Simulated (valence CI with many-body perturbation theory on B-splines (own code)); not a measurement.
## How close is CI+MBPT for S I?

Method: relativistic CI+MBPT: six valence electrons over a frozen Dirac-Fock core [Ne], a basis of 9 s, 9 p, 8 d, 6 f, 3 g, 1 h functions for each j, with the one-electron correlation potential Σ1, the two-electron term Σ2, the three-electron term Σ3, Breit, model QED; selected CI, second order for the rest, scaled by the run's own slope (own B-spline code, finite nucleus).

Against 29 measured levels this calculation errs by 274 cm⁻¹ on average and by 439 at most. Among the levels kept, up to 2400 cm⁻¹ of a level comes from second order outside the variational space, and about a tenth of that is noise between levels of different J, which matters for small intervals.

Measured levels: NIST Handbook of Basic Atomic Spectroscopic Data (Sansonetti and Martin, J. Phys. Chem. Ref. Data 34, 1559 (2005)). Pairs share parity and J, and are chosen by configuration, term and nearness in energy; levels without a clear partner are left out. Energies in cm⁻¹ above the measured ground level.

Names give the largest LS component (configuration and term), which can be under half, so a name can repeat, a term be missing and a line seem to break the LS rules; names also repeat where a configuration has a term twice.

```tsv
Computed label	Label in the source	Measured	Computed	Difference
3s2.3p4 3P_2	3s2 3p4 3P	0	0.0	0
3s2.3p4 3P_1	3s2 3p4 3P	396.1	362.2	-34
3s2.3p4 3P_0	3s2 3p4 3P	573.6	556.8	-17
3s2.3p4 1D_2	3s2 3p4 1D	9238.6	9326.2	+88
3s2.3p4 1S_0	3s2 3p4 1S	22180.0	22420.6	+241
3s2.3p3.4s 5S°_2	3s2 3p3(4S°) 4s 5S°	52623.6	52214.8	-409
3s2.3p3.4s 3S°_1	3s2 3p3(4S°) 4s 3S°	55330.8	54946.5	-384
3s2.3p3.4p 5P_1	3s2 3p3(4S°) 4p 5P	63446.1	63058.7	-387
3s2.3p3.4p 5P_2	3s2 3p3(4S°) 4p 5P	63457.1	63087.4	-370
3s2.3p3.4p 5P_3	3s2 3p3(4S°) 4p 5P	63475.1	63035.8	-439
3s2.3p3.4p 3P_1	3s2 3p3(4S°) 4p 3P	64889.0	64511.0	-378
3s2.3p3.4p 3P_0	3s2 3p3(4S°) 4p 3P	64891.4	64523.1	-368
3s2.3p3.4p 3P_2	3s2 3p3(4S°) 4p 3P	64892.6	64532.9	-360
3s2.3p3.4s 3D°_1	3s2 3p3(2D°) 4s 3D°	67816.4	67603.4	-213
3s2.3p3.4s 3D°_2	3s2 3p3(2D°) 4s 3D°	67825.2	67591.5	-234
3s2.3p3.4s 3D°_3	3s2 3p3(2D°) 4s 3D°	67842.9	67599.9	-243
3s2.3p3.3d 5D°_4	3s2 3p3(4S°) 3d 5D°	67877.6	67534.3	-343
3s2.3p3.3d 5D°_0	3s2 3p3(4S°) 3d 5D°	67884.2	67559.1	-325
3s2.3p3.3d 5D°_1	3s2 3p3(4S°) 3d 5D°	67885.5	67603.9	-282
3s2.3p3.3d 5D°_2	3s2 3p3(4S°) 3d 5D°	67887.8	67609.9	-278
3s2.3p3.3d 5D°_3	3s2 3p3(4S°) 3d 5D°	67890.0	67631.8	-258
3s2.3p3.4s 1D°_2	3s2 3p3(2D°) 4s 1D°	69237.9	69000.6	-237
3s2.3p3.3d 3D°_1	3s2 3p3(4S°) 3d 3D°	70164.6	69809.4	-355
3s2.3p3.3d 3D°_2	3s2 3p3(4S°) 3d 3D°	70166.2	69802.1	-364
3s2.3p3.3d 3D°_3	3s2 3p3(4S°) 3d 3D°	70174.0	69839.8	-334
3s2.3p3.5s 5S°_2	3s2 3p3(4S°) 5s 5S°	70702.8	70457.3	-245
3s2.3p3.5s 3S°_1	3s2 3p3(4S°) 5s 3S°	71351.4	71072.2	-279
3s.3p5 3P°_2	3s 3p5 3P°	72023.5	71867.5	-156
3s.3p5 3P°_1	3s 3p5 3P°	72382.3	72245.5	-137
3s.3p5 3P°_0	3s 3p5 3P°	72571.6	72380.6	-191
```

Over 29 excited levels the mean absolute difference is 274 cm⁻¹, the median 279 and the largest 439. The comparison draws on a selection of the measured levels: 30 of the 30 computed ones have a partner in it, and others may be off by more.

Rates against NIST Handbook of Basic Atomic Spectroscopic Data (Sansonetti and Martin, J. Phys. Chem. Ref. Data 34, 1559 (2005)):

```csv
"λ vac, measured (nm)",Upper,Lower,A computed (s⁻¹),A tabulated (s⁻¹)
142.50,3s2.3p3.3d 3D°_3,3s2.3p4 3P_2,2.95e+08,2.92e+08
143.33,3s2.3p3.3d 3D°_2,3s2.3p4 3P_1,2.24e+08,2.16e+08
143.33,3s2.3p3.3d 3D°_1,3s2.3p4 3P_1,1.26e+08,1.20e+08
147.40,3s2.3p3.4s 3D°_3,3s2.3p4 3P_2,9.71e+07,1.82e+08
166.67,3s2.3p3.4s 1D°_2,3s2.3p4 1D_2,4.37e+08,6.30e+08
180.73,3s2.3p3.4s 3S°_1,3s2.3p4 3P_2,2.86e+08,3.08e+08
182.03,3s2.3p3.4s 3S°_1,3s2.3p4 3P_1,1.66e+08,1.70e+08
182.62,3s2.3p3.4s 3S°_1,3s2.3p4 3P_0,5.45e+07,5.49e+07
921.54,3s2.3p3.4p 5P_3,3s2.3p3.4s 5S°_2,2.78e+07,3.00e+07
923.06,3s2.3p3.4p 5P_2,3s2.3p3.4s 5S°_2,2.82e+07,2.80e+07
924.01,3s2.3p3.4p 5P_1,3s2.3p3.4s 5S°_2,2.80e+07,2.80e+07
1045.83,3s2.3p3.4p 3P_2,3s2.3p3.4s 3S°_1,2.21e+07,2.20e+07
1045.96,3s2.3p3.4p 3P_0,3s2.3p3.4s 3S°_1,2.20e+07,2.20e+07
1046.23,3s2.3p3.4p 3P_1,3s2.3p3.4s 3S°_1,2.19e+07,2.20e+07
```
